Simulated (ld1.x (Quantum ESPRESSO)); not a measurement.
# nitrogen (N), TM: configuration errors across variants

ld1.x (Quantum ESPRESSO) 7.5 input, shortened:

```
&input
   title='N', zed=7., rel=1, dft='PBESOL', iswitch=3,
   config='[He] 2s2 2p2 3d-2'
 /
 &inputp
   pseudotype=2, tm=.true., lloc=-1, rcloc=1.00,
   nlcc=.true., new_core_ps=.true.
 /
3
2S  1  0   2.00   0.00  1.10  1.10  0.0
2P  2  1   2.00   0.00  1.30  1.30  0.0
3D  3  2  -2.00   0.10  1.10  1.10  0.0
 &test
   configts(1)='2s2 2p2'
 /
```

All-electron excitation energies from the reference (eV): (1) 2s2 2p3 -13.521; (2) 2s2 2p1 28.737; (3) 2s2 2p0 75.622; (4) 2s1 2p3 11.715; (5) 2s1 2p0 153.139; (6) 2s0 2p5 9.375; (7) 2s2 2p3.3 -15.125.

The default core radius of the base comes out at 0.42 bohr.

Errors AE − PS in meV (a dash: test not solved or not reliable):

```tsv
change	(1)	(2)	(3)	(4)	(5)	(6)	(7)	bound ghosts
base	+7.2	+33	+253	+11	+460	+68	+8.8	none
core correction none	+8.7	+41	+324	+17	+630	+90	+11	none
core correction Bessel-smoothed model core inside 0.70 bohr	+6.8	+32	+258	+12	+492	+68	+8.4	none
core correction Bessel-smoothed model core inside 0.78 bohr	+6.3	+30	+242	+11	+450	+64	+7.7	none
core correction Bessel-smoothed model core inside 0.98 bohr	+7.9	+37	+284	+16	+529	+91	+9.7	none
core correction Bessel-smoothed model core inside 1.14 bohr	+8.5	+40	+312	+18	+597	+93	+10	none
core correction Bessel-smoothed model core inside 1.32 bohr	+8.6	+41	+321	+17	+621	+90	+11	none
```

Give the same row for: core correction Bessel-smoothed model core inside 0.48 bohr.

+7.3, +34, +257, +11, +469, +69, +9.0; bound ghosts: none.
